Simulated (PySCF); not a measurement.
Isomers of C2H7PSi, mass 90.005 u with the commonest isotopes. Level of theory: PySCF, PBE0-D3(BJ)/def2-SVP geometry optimisation, gas phase. One conformer each, none proved a minimum here; rigid rotors.

Question: Order these by radius of gyration √(Σ m r²/M), largest first.
A. `[PH2:1][SiH:2]1[CH2:3][CH2:4]1` with H–P1–Si2–C3 -159° and 106°
B. `[CH2:1]=[CH:2][SiH2:3][PH2:4]` with C1–C2–Si3–P4 -111°, C2–Si3–P4–H -166° and -72°
C. `[H]/P=C(/C)[SiH3]`

Answer: B (1.789 Å), C (1.652 Å), A (1.626 Å).

Question: Order these by rotational constant B, largest first.
A. `P(=C(\C)[SiH3])/[H]`
B. `[CH2:1]=[CH:2][SiH2:3][PH2:4]` with C1–C2–Si3–P4 -111°, C2–Si3–P4–H -166° and -72°
C. `[PH2:1][SiH:2]1[CH2:3][CH2:4]1` with H–P1–Si2–C3 -159° and 106°

Answer: A (3036 MHz), C (2386 MHz), B (2026 MHz).

Question: Order these by rotational constant A, largest first.
A. `[CH2:1]=[CH:2][SiH2:3][PH2:4]` with C1–C2–Si3–P4 -111°, C2–Si3–P4–H -166° and -72°
B. `[SiH3]/C(C)=P\[H]`
C. `[PH2:1][SiH:2]1[CH2:3][CH2:4]1` with H–P1–Si2–C3 -159° and 106°

Answer: C (10342 MHz), A (9740 MHz), B (6049 MHz).

| SMILES | point group | Ia (u·Å²) | Ib (u·Å²) | Ic (u·Å²) | κ | μa (D) | μb (D) | μc (D) |
| --- | --- | --- | --- | --- | --- | --- | --- | --- |
| C=C[SiH2]P | C1 | 51.89 | 249.49 | 274.67 | -0.95 | 0.73 | 0.27 | 0.58 |
| P[SiH]1CC1 | Cs | 48.87 | 211.84 | 215.35 | -0.99 | 0.08 | 0.69 | 0.01 |
| [H]/P=C(/C)[SiH3] | near Cs | 83.55 | 166.47 | 241.00 | -0.52 | 0.62 | 0.55 | 0.01 |
